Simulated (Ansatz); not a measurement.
Reaction (ligand exchange at the Si–C bond): `[SiH3]CO[SiH2]Cl` + `C=CCO` → `C=CCO[SiH3]` + `CO[SiH2]Cl`

Gas-phase electronic energies from Ansatz, PBE0-D4/def2-TZVP geometries. CCSD(T)/CBS adds triple-zeta CCSD(T) − MP2 to the extrapolated MP2 energy (def2 sets, frozen cores). Functionals use def2-TZVPP. One conformer a species, not always the lowest.

```json
{"level": "PBE-D4", "ΔE (kJ/mol)": "-86.9", "difference from CCSD(T)/CBS": "13.8"}
{"level": "r2SCAN-D4", "ΔE (kJ/mol)": "-99.0", "difference from CCSD(T)/CBS": "1.7"}
{"level": "ωB97M-V", "ΔE (kJ/mol)": "-98.8", "difference from CCSD(T)/CBS": "1.9"}
{"level": "B2PLYP", "ΔE (kJ/mol)": "-104.5", "difference from CCSD(T)/CBS": "-3.8"}
{"level": "PBE", "ΔE (kJ/mol)": "-87.5", "difference from CCSD(T)/CBS": "13.2"}
{"level": "r2SCAN", "ΔE (kJ/mol)": "-99.2", "difference from CCSD(T)/CBS": "1.5"}
{"level": "HF/def2-TZVPP", "ΔE (kJ/mol)": "-118.8", "difference from CCSD(T)/CBS": "-18.1"}
{"level": "MP2/def2-TZVPP", "ΔE (kJ/mol)": "-104.3", "difference from CCSD(T)/CBS": "-3.6"}
{"level": "SCS-MP2/def2-TZVPP", "ΔE (kJ/mol)": "-107.3", "difference from CCSD(T)/CBS": "-6.6"}
{"level": "CCSD/def2-TZVPP", "ΔE (kJ/mol)": "-103.1", "difference from CCSD(T)/CBS": "-2.4"}
{"level": "CCSD(T)/def2-TZVPP", "ΔE (kJ/mol)": "-100.8", "difference from CCSD(T)/CBS": "-0.1"}
{"level": "HF/def2-QZVPP", "ΔE (kJ/mol)": "-120.2", "difference from CCSD(T)/CBS": "-19.5"}
{"level": "SCS-MP2/def2-QZVPP", "ΔE (kJ/mol)": "-107.6", "difference from CCSD(T)/CBS": "-6.9"}
{"level": "HF/CBS(def2)", "ΔE (kJ/mol)": "-120.4", "difference from CCSD(T)/CBS": "-19.7"}
{"level": "MP2/CBS(def2)", "ΔE (kJ/mol)": "-104.2", "difference from CCSD(T)/CBS": "-3.5"}
{"level": "CCSD/CBS(def2)", "ΔE (kJ/mol)": "-103.0", "difference from CCSD(T)/CBS": "-2.3"}
{"level": "CCSD(T)/CBS", "ΔE (kJ/mol)": "-100.7", "difference from CCSD(T)/CBS": "0"}
```

Largest T1 diagnostic among the species: 0.011.

From PBE to PBE0 (25 % exact exchange), in def2-TZVPP and without D4, ΔE moves by −5.2 kJ/mol. In def2-TZVPP, CCSD(T) changes the Hartree–Fock value by +18.0 kJ/mol (the triples alone add +2.3 kJ/mol) and MP2 by +14.5 kJ/mol.
